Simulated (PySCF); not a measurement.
A geometry optimisation on `N[Si@H](O)[Se][SiH3]`.

Method: PBE0-D3(BJ)/def2-SVP geometry optimisation, gas phase (PySCF 2.14.0). Start geometry: GFN2-xTB. A driver script takes a list of jobs; this job's settings line and coordinates (Å) are shown.

Command:
```bash
OMP_NUM_THREADS=1 python probes_run.py task.json out
```

Input:
```
{"job": {"xc": "PBE0", "basis": "def2-SVP", "d3": "d3bj", "grid": 1, "shake": 0.01, "kind": "geom"}, "charge": 0, "multiplicity": 1}
N     -2.111970    -0.833060     1.142360
Si    -1.026610     0.058990     0.163550
O     -1.078540    -0.464410    -1.372000
Se     1.025370    -0.384740     1.192790
Si     2.397490     0.619520    -0.275860
H     -3.119440    -0.745780     0.927030
H     -1.970910    -0.836250     2.133690
H     -1.139180     1.502820    -0.042050
H     -0.968100    -1.385920    -1.542030
H      2.059760     2.041610    -0.325660
H      2.242810     0.000750    -1.567750
H      3.729020     0.398200     0.301750
```

Output:
```
step   0  E = -3113.59935794  max force = 0.021714
step   1  E = -3113.60435453  max force = 0.007575
step   2  E = -3113.60516959  max force = 0.002760
step   3  E = -3113.60540003  max force = 0.000890
step   4  E = -3113.60558018  max force = 0.002359
step   5  E = -3113.60570140  max force = 0.001856
step   6  E = -3113.60577306  max force = 0.000463
step   7  E = -3113.60581382  max force = 0.000692
step   8  E = -3113.60583836  max force = 0.001115
step   9  E = -3113.60587390  max force = 0.001141
step  10  E = -3113.60591682  max force = 0.000779
step  11  E = -3113.60597240  max force = 0.000805
step  12  E = -3113.60606692  max force = 0.001484
step  13  E = -3113.60610344  max force = 0.000940
step  14  E = -3113.60612783  max force = 0.000388
step  15  E = -3113.60613549  max force = 0.000587
step  16  E = -3113.60614487  max force = 0.000993
step  17  E = -3113.60614655  max force = 0.000648
step  18  E = -3113.60614661  max force = 0.000342
optimisation converged
```

Energies in Eh; «max force» is the largest Cartesian gradient component in Eh/bohr.

Q: Give the first gradient maximum in eV/Å.

A: With 1 Eh/bohr = 51.422 eV/Å, 1.117 eV/Å.

Q: How much energy does the optimisation release, in kJ/mol?

A: E(step 0) − E(last step) = 0.006789 Eh, which is 17.8 kJ/mol.

Summary of the converged run: final energy -3113.60615 Eh after 18 steps; dipole 1.79 D.

Q: Give the final coordinates.

A: 0.405 Å rms from the input after alignment:
```
atom  x, y, z in Å
N1    -2.1147   -0.6662    1.1031
Si2   -0.8964   -0.1912   -0.0094
O3    -1.0251   -1.0881   -1.3982
Se4    1.0289   -0.5237    1.1767
Si5    2.2852    0.8885   -0.1066
H6    -3.0869   -0.7079    0.8171
H7    -2.0184   -0.4629    2.0910
H8    -0.9032    1.2047   -0.5259
H9    -0.9629   -2.0416   -1.2790
H10    1.9689    2.3182    0.1846
H11    2.0501    0.6236   -1.5563
H12    3.7099    0.6135    0.2373
```

Time: 2.1 min of wall time; peak memory 0.55 GiB. Hardware: Arm Neoverse V2, one thread, on a shared host.
Labels such as C1 count atoms from 1, the log's own numbers from 0.
